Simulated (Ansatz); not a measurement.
Ansatz (a program for electronic structure) input (wB97X/def2-TZVPD):

Ansatz 0.2 input:
```yaml
crystal:
  periodic: [false, false, false]
  atoms:
    - {symbol: C, position_ang: [-0.38439883, -0.12903652, -0.05555439]}
    - {symbol: O, position_ang: [-0.39962503, -0.10221980, 1.12034530]}
    - {symbol: O, position_ang: [0.64197255, 0.18977062, -0.85659836]}
    - {symbol: H, position_ang: [0.36761280, 0.07381259, -1.77664916]}
basis:
  gaussian:
    orbitals: def2-TZVPD
hamiltonian:
  xc: {name: wB97X}
magnetization: {spin_polarized: true, initial_magnetization: 1}
```

End of the output:

```
integrals: 0.04 GiB planned
593 factors; their error is unknown
integrals: 0.07 GiB planned
187 factors; integrals over basis functions are off by at most 3.6e-5 eV
mean field: 0.54 GiB planned
mean field evaluation 1: about -5142.5431 eV, gradient 3.5e1 eV
mean field evaluation 2: about -5140.5132 eV, gradient 4.5e1 eV
mean field evaluation 4: about -5146.5188 eV, gradient 2.3e0 eV
mean field evaluation 8: about -5146.5410 eV, gradient 6.5e-2 eV
mean field evaluation 16: about -5146.5484 eV, gradient 5.2e-4 eV
mean field -5146.54840152 eV, -189.1321653000 hartree, gradient 8.7e-5 eV, S^2 0.754198; 0 other end points of the search recorded, 0 dependent functions left out
reference -5146.54837201 eV, -189.1321642156 hartree; 12, 11 occupied and 114, 115 virtual orbitals, 593 factors
Total energy: -5146.54837201 eV, -189.1321642156 hartree
```

It need not be the lowest isomer of its formula.
